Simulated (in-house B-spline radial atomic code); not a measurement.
Settings and results of a run for the zirconium ion Zr³⁺. Computed with an all-electron radial atomic-structure program (B-spline basis): scalar-relativistic (X2C) B3LYP, spin-polarised, spherical fractional occupations, Fermi nucleus of rms radius 4.2694 fm.

Command:
```bash
python run_scf.py task.json out
```
Settings (nuclear radius in fm, mass in u):
```
Z                40
configuration    [Kr] 4d1
hamiltonian      x2c
method           b3lyp
spin_polarised   True
nucleus          fermi
rms_radius       4.2694
atomic_mass      89.9047
speed_of_light   137.035999084
```

Output (hartree, bohr):
```
 radial grid: 69 intervals, B-splines of order 8, outer radius 28.1081 bohr

 iter        energy (Eh)    residual
    1       -3592.894047    4.14e-01
    2       -3595.478480    2.10e-01
    3       -3596.653978    4.33e-02
    4       -3596.702758    1.24e-02
    5       -3596.705887    4.92e-03
    6       -3596.706487    1.35e-03
    7       -3596.706509    7.01e-05
    8       -3596.706509    9.29e-06
    9       -3596.706509    6.67e-07
   10       -3596.706509    2.41e-08

 total energy                     -3596.70651
 kinetic                            3716.5513
 electron-nucleus                  -8642.3988
 Hartree                            1443.4163
 exact exchange                      -22.4255
 exchange-correlation                -91.8497

 orbital      occ     eigenvalue          <r>       <r^2>       <1/r>       r_max
 1s up      1.000      -657.3920    0.0365927  0.00181687     42.4937     0.02359
 1s down    1.000      -657.3922    0.0365927  0.00181687     42.4937     0.02359
 2s up      1.000       -92.5297     0.162175   0.0310705     9.47541      0.1369
 2s down    1.000       -92.5255     0.162171   0.0310692     9.47565      0.1369
 2p up      3.000       -82.6140      0.14153   0.0245026     9.03652      0.1093
 2p down    3.000       -82.6106     0.141526   0.0245011     9.03675      0.1093
 3s up      1.000       -16.2526     0.457864    0.240488     3.18602      0.4081
 3s down    1.000       -16.2503     0.457866    0.240479     3.18583      0.4081
 3p up      3.000       -13.0007     0.461536     0.24831     2.99193      0.4022
 3p down    3.000       -12.9981     0.461526     0.24828     2.99176      0.4022
 3d up      5.000        -7.6523     0.452142    0.247166     2.74105      0.3474
 3d down    5.000        -7.6476     0.452148    0.247132     2.74078      0.3474
 4s up      1.000        -3.1211      1.20433      1.6414     1.12843       1.075
 4s down    1.000        -3.0949      1.20135     1.63356     1.13212       1.073
 4p up      3.000        -2.2609      1.34306       2.059    0.992851       1.172
 4p down    3.000        -2.2293      1.34006     2.05097    0.996141       1.169
 4d up      1.000        -1.0261      1.86436     4.06771    0.699342       1.517
```


Caution: exact exchange at fractional occupations of open shells leaves self-interaction of up to several eV.

One-electron X2C: radii and densities carry no picture-change correction, so inner-shell <1/r> comes out high (for 1s by about 2 % at Z = 33, 5 % at 54, 10 % at 75, 30 % at 118) and <r> low.
